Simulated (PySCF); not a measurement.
An unknown shows these calculated signals:

1H NMR (300 MHz, computed): δ 4.70 (m, 2H), 4.26 (m, 6H).

13C{1H} NMR (computed): δ 120.8 (C).

[PySCF: geometry: GFN2-xTB; PBE0/pcSseg-1 with gauge-including orbitals; no relativistic terms; in vacuum; one conformer; fast rotation and ring inversion assumed for equivalent nuclei]

Shifts are taken against calculated references (same method and geometry level): TMS for 1H (σ = 31.72 ppm) and 13C (σ = 186.93 ppm).

Which of these does the molecule contain: a CH3CH2 unit, a nitrile, a C≡C triple bond, a Si–H bond, a tert-butyl group?

## Answers


- A CH3CH2 unit: no.
- A nitrile: yes (δC 120.8).
- A C≡C triple bond: no.
- A Si–H bond: yes (δH 4.70 (m)).
- A tert-butyl group: no.

The data belong to `N#C[SiH2]P([SiH3])[SiH3]`, CH₈NPSi₃; they needn't prove each group on their own.

Carbon signals by region: 1 in the sp2 and nitrile region (100–160 ppm).

Splittings by 31P in the carbon and heteronuclear signals aren't shown, as no couplings were computed. Shifts are as computed. Against solution values, carbons near 30 ppm lie about +3 ppm off and those near 130 ppm about +5 ppm. Of 1211 compounds with measured shifts, 218 miss one by over three times the rms of a fit or turn the order of signals round; such compounds aren't used in these exercises. No couplings were computed; multiplicities are counted from neighbouring protons, with m where these are inequivalent, close in shift, in a saturated or five-membered ring or joined by F or P, and br s for small geminal =CH2 splittings.
